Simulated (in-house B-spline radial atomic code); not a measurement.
A fraction x of an electron is removed from 4d in Ag5+, starting from [Kr] 4d6 and keeping the highest spin. Method: scalar-relativistic (X2C) LC-wPBE, spin-polarised, spherical fractional occupations, Fermi nucleus of rms radius 4.5454 fm. Calculated with a B-spline radial code for spherical atoms.

Caution: exact exchange at fractional occupations of open shells leaves self-interaction of up to several eV.

```json
{"x": "0", "E(x) - E(0) (eV)": "0.0000", "4d down level (eV)": "-71.821"}
{"x": "0.05", "E(x) - E(0) (eV)": "3.6096", "4d down level (eV)": "-72.565"}
{"x": "0.2", "E(x) - E(0) (eV)": "14.6626", "4d down level (eV)": "-74.809"}
{"x": "0.33", "E(x) - E(0) (eV)": "24.5149", "4d down level (eV)": "-76.767"}
{"x": "0.41", "E(x) - E(0) (eV)": "30.7048", "4d down level (eV)": "-77.979"}
{"x": "0.5", "E(x) - E(0) (eV)": "37.7846", "4d down level (eV)": "-79.347"}
{"x": "0.55", "E(x) - E(0) (eV)": "41.7710", "4d down level (eV)": "-80.110"}
{"x": "0.72", "E(x) - E(0) (eV)": "55.6111", "4d down level (eV)": "-82.716"}
{"x": "0.87", "E(x) - E(0) (eV)": "68.1922", "4d down level (eV)": "-85.032"}
{"x": "1", "E(x) - E(0) (eV)": "79.3774", "4d down level (eV)": "-"}
```

The exact functional would give a straight line between the two integer points. Deviations E(x) - E(0) - x[E(1) - E(0)], in eV: -0.359 at x = 0.05, -1.213 at x = 0.2, -1.68 at x = 0.33, -1.84 at x = 0.41, -1.904 at x = 0.5, -1.887 at x = 0.55, -1.541 at x = 0.72, -0.866 at x = 0.87.

The curve lies below the straight line by up to 1.904 eV (at x = 0.5): convex, the delocalisation error, to which spherically averaged exact exchange adds.

Task: How well does Slater's transition state (minus the level at half occupation) give the ionisation energy?

Result: It gives 79.347 eV against 79.377 eV from the two total energies; NIST lists 82.00 eV, ground level to ground level. The end point has an open shell averaged over its orbitals, so its exact exchange keeps a self-interaction and this is no true integer point.
